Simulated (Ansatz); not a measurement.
VF₅. The state is a singlet with charge 0. Geometry PBE0-D4/def2-SVP, basis def2-TZVP, Ansatz.

Cartesian coordinates in Å:
```
V 0.000 0.000 0.000
F 1.318 1.053 -0.336
F -1.317 -1.054 0.336
F -0.031 -0.477 -1.616
F -0.923 1.316 0.507
F 0.953 -0.838 1.109
```

```csv
run,HOMO (eV),LUMO (eV)
A,-17.93,-1.89
B,-10.72,-6.36
C,-12.72,-5.72
D,-15.14,-3.29
E,-13.90,-4.56
F,-10.06,-6.04
```

LC-ωPBE has ω = 0.4 bohr⁻¹.

**Question.** The runs used CAM-B3LYP, HF, LC-ωPBE, r2SCAN, r2SCAN0, revPBE. Estimate which is which.

**Answer.** A HF (100 % exact exchange); B r2SCAN (0 % exact exchange); C r2SCAN0 (25 % exact exchange); D LC-ωPBE (range-separated); E CAM-B3LYP (range-separated); F revPBE (0 % exact exchange). Exact exchange lowers occupied and raises empty levels; among semilocal functionals meta-GGAs tend to open the gap a little, and such runs are hard to tell apart. The gap grows from 4.02 eV (revPBE) to 16.05 eV (HF).
